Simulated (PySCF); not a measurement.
Relaxation of singlet HfOF₂

Level of theory: PBE0/[Hf def2-TZVP with ECP60, O def2-TZVP, F def2-TZVP], scalar-relativistic core potentials, density fitting, no spin–orbit coupling, PySCF. A (50,194) grid was used.

A start displaced from a saddle point along its imaginary mode, of Cs symmetry, held to at least that symmetry:

```xyz
4
charge 0 multiplicity 1, angstrom
Hf    0.0144    0.0000   -0.0694
O     1.7705    0.0000    0.2500
F    -0.8133    1.7589    0.2233
F    -0.8133   -1.7589    0.2233
```

Optimiser trace:
| step | E − E(last) (kJ/mol) | largest gradient (Eh/bohr) |
| --- | --- | --- |
| 0 | 7.44 | 0.02884 |
| 1 | 2.28 | 0.00532 |
| 2 | 0.75 | 0.00299 |
| 3 | 0.30 | 0.00409 |
| 4 | 0.06 | 0.00158 |
| 5 | 0.01 | 0.00077 |
| 6 | 0.00 | 0.00029 |
| 7 | 0.00 | 0.00009 |

It ends at Cs with Hf–F 1.928 Å (×2), Hf–O 1.754 Å; F–Hf–F 116.9°, F–Hf–O 110.8° (×2) (after a last refinement on a finer grid). A frequency run shows a minimum. Other isomers or separated fragments may lie lower.

With an element this heavy the missing spin–orbit coupling can shift these numbers.

The relaxation took 14 s on 4 threads of a shared Intel Xeon 6975P-C (Granite Rapids) host, with 133 basis functions and 8 gradients; the process peaked at 1.5 GiB. Launch command: `OMP_NUM_THREADS=4 python axn.py task.json out`.
